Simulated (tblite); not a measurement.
C₄H₁₂O₂Si₂.
SMILES with atom numbers: `[O:1]=[C:2]([CH2:3][CH2:4][SiH3:5])[CH2:6][SiH2:7][OH:8]` (hydrogens: H9, H10 on C3; H11, H12 on C4; H13, H14, H15 on Si5; H16, H17 on C6; H18, H19 on Si7; H20 on O8)

Structure optimised with GFN2-xTB, isolated species.

What internal coordinates does the optimisation give?

```json
{"bond": "O1=C2", "length (Å)": "1.219", "order": "double"}
{"bond": "C2–C3", "length (Å)": "1.509", "order": "single"}
{"bond": "C3–C4", "length (Å)": "1.524", "order": "single"}
{"bond": "C4–Si5", "length (Å)": "1.904", "order": "single"}
{"bond": "C2–C6", "length (Å)": "1.478", "order": "single"}
{"bond": "C6–Si7", "length (Å)": "1.931", "order": "single"}
{"bond": "Si7–O8", "length (Å)": "1.612", "order": "single"}
{"bond": "C3–H9, C3–H10", "length (Å)": "1.095", "order": "single"}
{"bond": "C4–H11, C4–H12", "length (Å)": "1.091", "order": "single"}
{"bond": "Si5–H13", "length (Å)": "1.470", "order": "single"}
{"bond": "Si5–H14, Si5–H15", "length (Å)": "1.462", "order": "single"}
{"bond": "C6–H16, C6–H17", "length (Å)": "1.086", "order": "single"}
{"bond": "Si7–H18, Si7–H19", "length (Å)": "1.460", "order": "single"}
{"bond": "O8–H20", "length (Å)": "0.964", "order": "single"}
```

Bonds in one row agree within 0.01 Å and their mean is given. Orders are formal, as drawn. A selection of angles:
```json
{"angle": "O1–C2–C3", "degrees": "122.1"}
{"angle": "O1–C2–C6", "degrees": "121.7"}
{"angle": "C3–C2–C6", "degrees": "116.1"}
{"angle": "C2–C3–C4", "degrees": "112.7"}
{"angle": "C3–C4–Si5", "degrees": "113.0"}
{"angle": "C2–C6–Si7", "degrees": "104.4"}
{"angle": "C6–Si7–O8", "degrees": "107.0"}
{"angle": "H20–O8–Si7", "degrees": "117.6"}
```

Torsions: O1–C2–C3–C4 13° (synperiplanar); C2–C3–C4–Si5 65° (synclinal); O1–C2–C6–Si7 -69° (synclinal); C2–C6–Si7–O8 48° (synclinal); H20–O8–Si7–C6 -17° (synperiplanar). The mirror-image conformer, all signs reversed, is as good.

The 3 C–C bonds span 1.478 Å (C2–C6, drawn single) to 1.524 Å (C3–C4, drawn single), a spread of 0.046 Å. The C–Si distances run from 1.904 Å (C4–Si5, drawn single) to 1.931 Å (C6–Si7, drawn single), a spread of 0.027 Å. H20 on O8 lies 2.04 Å from O1, 5 bonds away (angle at H 135°; Bondi radii sum to 2.72 Å). Si7 (oxygen-bound silicon) is distorted tetrahedral (angles from 107.0° to 113.6°). Of the pairs four or more bonds apart, those above aside, C2···H20 is among the closest relative to their van der Waals radii: 2.59 Å, 89 % of the sum of Bondi's values. Si5 (SiH3 silicon) is distorted tetrahedral (angles from 107.6° to 113.1°).

Point group: C1 (no symmetry element, even within 0.4 Å). GFN2-xTB frequencies show an imaginary mode (30i cm⁻¹), so the point is no minimum at that level. Torsions: O1–C2–C3–C4 13°, C2–C3–C4–Si5 65°, O1–C2–C6–Si7 -69°, C2–C6–Si7–O8 48°, C6–Si7–O8–H -17°.

These are computed values.
